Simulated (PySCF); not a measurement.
AgCl, singlet, geometry from GFN2-xTB (such geometries of metal compounds can be far from the true shape) (core potentials on Ag); HF/def2-SVP, polarisability (PySCF).

Here is a job for PySCF.
```python
from pyscf import gto, scf
from pyscf.prop import polarizability

mol = gto.Mole()
mol.atom = '''
    Ag   -0.000000   -0.000000   -0.587250
    Cl    0.000000    0.000000    1.623574
'''
mol.basis = 'def2-svp'
mol.ecp = {'Ag': 'def2-svp'}
mol.charge = 0
mol.spin = 0
mol.verbose = 4
mol.build()

mf = scf.RHF(mol)
mf.kernel()
alpha = mf.Polarizability().polarizability()[2, 2]
print('alpha_zz =', alpha)
```

Problem. Predict the main parts of the log of this PySCF run.

Solution. 
```
site-packages/pyscf/prop/efg/rhf.py:45: UserWarning: Module EFG is under testing
  warnings.warn('Module EFG is under testing')
site-packages/pyscf/prop/efg/dhf.py:30: UserWarning: Module EFG is under testing
  warnings.warn('Module EFG is under testing')
site-packages/pyscf/prop/zfs/uhf.py:40: UserWarning: Module ZFS is under testing
  warnings.warn('Module ZFS is under testing')
site-packages/pyscf/prop/gtensor/uhf.py:43: UserWarning: Module g-tensor is under testing
  warnings.warn('Module g-tensor is under testing')
site-packages/pyscf/prop/gtensor/uks.py:41: UserWarning: Module g-tensor is under testing
  warnings.warn('Module g-tensor is under testing')
site-packages/pyscf/prop/hfc/uks.py:35: UserWarning: Module HFC is under testing
  warnings.warn('Module HFC is under testing')
site-packages/pyscf/prop/magnetizability/rhf.py:39: UserWarning: Module magnetizability is under testing
  warnings.warn('Module magnetizability is under testing')
site-packages/pyscf/prop/magnetizability/uhf.py:37: UserWarning: Module magnetizability is under testing
  warnings.warn('Module magnetizability is under testing')
site-packages/pyscf/prop/magnetizability/rks.py:37: UserWarning: Module magnetizability is under testing
  warnings.warn('Module magnetizability is under testing')
site-packages/pyscf/prop/magnetizability/uks.py:39: UserWarning: Module magnetizability is under testing
  warnings.warn('Module magnetizability is under testing')
site-packages/pyscf/prop/polarizability/uhf.py:34: UserWarning: Module polarizability is under testing
  warnings.warn('Module polarizability is under testing')
site-packages/pyscf/prop/polarizability/rks.py:29: UserWarning: Module polarizability is under testing
  warnings.warn('Module polarizability is under testing')
site-packages/pyscf/prop/polarizability/uks.py:29: UserWarning: Module polarizability is under testing
  warnings.warn('Module polarizability is under testing')
PySCF version 2.14.0

[INPUT] verbose = 4
[INPUT] num. atoms = 2
[INPUT] num. electrons = 36
[INPUT] charge = 0
[INPUT] spin (= nelec alpha-beta = 2S) = 0
[INPUT] symmetry False subgroup None
[INPUT] Mole.unit = angstrom
[INPUT] Symbol           X                Y                Z      unit          X                Y                Z       unit  Magmom
[INPUT]  1 Ag     0.000000000000   0.000000000000  -0.587250000000 AA    0.000000000000   0.000000000000  -1.109741666651 Bohr   0.0
[INPUT]  2 Cl     0.000000000000   0.000000000000   1.623574000000 AA    0.000000000000   0.000000000000   3.068110202965 Bohr   0.0

nuclear repulsion = 77.3124586702334
number of shells = 19
number of NR pGTOs = 93
number of NR cGTOs = 49
basis = def2-svp
ecp = {'Ag': 'def2-svp'}

******** <class 'pyscf.scf.hf.RHF'> ********
method = RHF
initial guess = minao
damping factor = 0
level_shift factor = 0
DIIS = <class 'pyscf.scf.diis.CDIIS'>
diis_start_cycle = 1
diis_space = 8
diis_damp = 0
SCF conv_tol = 1e-09
SCF conv_tol_grad = None
SCF max_cycles = 50
direct_scf = True
direct_scf_tol = 1e-13
Set gradient conv threshold to 3.16228e-05
Initial guess from minao.
init E= -592.491919429773
  HOMO = -0.788088486685351  LUMO = -0.561877587251281  gap/eV = 6.15551
cycle= 1 E= -605.139033500767  delta_E= -12.6  |g|= 1.21  |ddm|= 3.05
  HOMO = -0.198077783342309  LUMO = 0.0220873431752864  gap/eV = 5.99100
cycle= 2 E= -605.354100753042  delta_E= -0.215  |g|= 0.794  |ddm|=  2.1
  HOMO = -0.372701242736613  LUMO = -0.0105543977135412  gap/eV = 9.85452
cycle= 3 E= -605.474536001164  delta_E= -0.12  |g|= 0.0445  |ddm|= 0.746
  HOMO = -0.379757983245477  LUMO = -0.0111995141191272  gap/eV = 10.02899
cycle= 4 E= -605.475322743813  delta_E= -0.000787  |g|= 0.0121  |ddm|= 0.0768
  HOMO = -0.375441819679657  LUMO = -0.0119488817565738  gap/eV = 9.89115
cycle= 5 E= -605.475412753243  delta_E= -9e-05  |g|= 0.00455  |ddm|= 0.0247
  HOMO = -0.375657236642563  LUMO = -0.0121916163178426  gap/eV = 9.89040
cycle= 6 E= -605.475438607896  delta_E= -2.59e-05  |g|= 0.00106  |ddm|= 0.0171
  HOMO = -0.375426097651591  LUMO = -0.0122771435293529  gap/eV = 9.88179
cycle= 7 E= -605.475439943387  delta_E= -1.34e-06  |g|= 0.000253  |ddm|= 0.00376
  HOMO = -0.375380615501655  LUMO = -0.012264428337545  gap/eV = 9.88089
cycle= 8 E= -605.47544000587  delta_E= -6.25e-08  |g|= 8.58e-05  |ddm|= 0.000763
  HOMO = -0.375383550412488  LUMO = -0.0122668102542249  gap/eV = 9.88091
cycle= 9 E= -605.475440016251  delta_E= -1.04e-08  |g|= 3e-05  |ddm|= 0.000399
  HOMO = -0.375378563509892  LUMO = -0.0122678069533677  gap/eV = 9.88075
cycle= 10 E= -605.475440017514  delta_E= -1.26e-09  |g|= 1.14e-05  |ddm|= 0.000131
  HOMO = -0.375377762239781  LUMO = -0.0122674109943475  gap/eV = 9.88074
cycle= 11 E= -605.475440017704  delta_E= -1.9e-10  |g|= 3.88e-06  |ddm|= 5.12e-05
  HOMO = -0.375376961675439  LUMO = -0.0122675610982981  gap/eV = 9.88071
Extra cycle  E= -605.475440017721  delta_E= -1.68e-11  |g|= 2.06e-06  |ddm|= 8.58e-06
converged SCF energy = -605.475440017721
Isotropic polarizability 25.0230823589
Polarizability anisotropy 11.3162725365
alpha_zz = 32.56726404988446
```
